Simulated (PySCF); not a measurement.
# Working out the ionisation energy of Bi⁺

Bi⁺ [Xe] 4f14 5d10 6s2 6p2 (3P) → Bi²⁺ [Xe] 4f14 5d10 6s2 6p1 (2P). Calculation: PySCF 2.14, in x2c-TZVPPall; scalar relativity by spin-free X2C-1e. Frozen: [Kr] 4d10 4f14. Energies in hartree (1 hartree = 27.21139 eV):

```csv
part,Bi⁺ (lower),Bi²⁺ (upper)
UHF,-21528.880430,-21528.316164
CCSD correlation,-0.449528,-0.435243
(T),-0.008521,-0.007714
```

What does Hartree-Fock give?

(-21528.316164) − (-21528.880430) = 0.564266 hartree = 15.354 eV.

What do CCSD and CCSD(T) give?

The CCSD correlation energies differ by 0.014285 hartree = 0.389 eV and the triples by 0.000807 hartree = 0.022 eV, so CCSD gives 15.743 eV and CCSD(T) 15.765 eV.

Reference: 16.703 eV (measured; NIST Atomic Spectra Database, ionization energies), between the lowest levels; spin-orbit coupling is absent from the calculation.

What remains against the reference includes basis incompleteness, the frozen core and higher excitations.
